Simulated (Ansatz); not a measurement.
Stepwise reaction of `F[Si]1(F)NCO1` with hydrogen, as a gas-phase model of exchange steps in deposition or etching. ΔE in kJ/mol.

Isolated molecules relaxed with PBE0-D4/def2-TZVP in Ansatz; ΔE leaves out vibrations. CBS: MP2 limit from def2 TZ/QZ plus the TZ coupled-cluster correction, frozen cores. This one scheme is used for every species. DFT in def2-TZVPP. B3LYP here is the variant with VWN-RPA as its local correlation; programs differ in this.

```tsv
step	reaction	PBE-D4	B3LYP-D4	ωB97M-V	CCSD(T)/CBS
2	`F[SiH]1NCO1` + H₂ → `C1N[SiH2]O1` + H–F	146.3	152.8	154.4	149.8
```

Give the row of step 1, `F[Si]1(F)NCO1` + H₂ → `F[SiH]1NCO1` + H–F. (Estimate.)

The calculation gave: 
```tsv
step	reaction	PBE-D4	B3LYP-D4	ωB97M-V	CCSD(T)/CBS
1	`F[Si]1(F)NCO1` + H₂ → `F[SiH]1NCO1` + H–F	127.0	134.8	136.8	133.1
```

By hand: ΔE of the 2 steps together at CCSD(T)/CBS.

(133.1) + (149.8) = 282.9 kJ/mol, or 141.4 kJ/mol a step.

In ΔE each step is higher than the one before. All are uphill at CCSD(T)/CBS. PBE-D4 differs from CCSD(T)/CBS by -6.1 to -3.5 kJ/mol a step. Isolated molecules leave out the surface, adducts and barriers. Largest T1 diagnostic: 0.012.
